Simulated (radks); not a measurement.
Values are calculated unless marked as measured or tabulated.
Task: Species: the neodymium ion Nd3+. Configuration: [Xe] 5d1 6s2 (not the ground configuration). Level of theory: Dirac Kohn-Sham, PBEsol, spin-unpolarised, spherical densities, point nucleus; open shells fill j = l - 1/2 first (a radial shooting solver on a logarithmic mesh with Libxc functionals).

Spin-orbit splittings of the eigenvalues, e(l+1/2) - e(l-1/2), with zeta = 2 splitting/(2l+1) and mean radii in bohr:

| shell | occ. | splitting (eV) | zeta (eV) | <r> j=l-1/2 | <r> j=l+1/2 |
|---|---|---|---|---|---|
| 2p | 6 | 519.4 | 346.3 | 0.08426 | 0.09067 |
| 3p | 6 | 103.6 | 69.06 | 0.2558 | 0.2683 |
| 3d | 10 | ? | ? | 0.2397 | 0.2435 |
| 4p | 6 | 23.35 | 15.57 | 0.6152 | 0.6417 |
| 4d | 10 | 4.261 | 1.704 | 0.6799 | 0.6888 |
| 5p | 6 | 4.351 | 2.901 | 1.461 | 1.524 |
| 5d | 1 | 0.5699 | 0.2280 | 1.912 | 1.937 |
| 6p | 0 | 0.8721 | 0.5814 | 3.309 | 3.423 |
| 6d | 0 | 0.1243 | 0.04974 | 4.429 | 4.467 |

Estimate the 3d splitting.

Result: 22.36 eV (zeta = 8.944 eV).
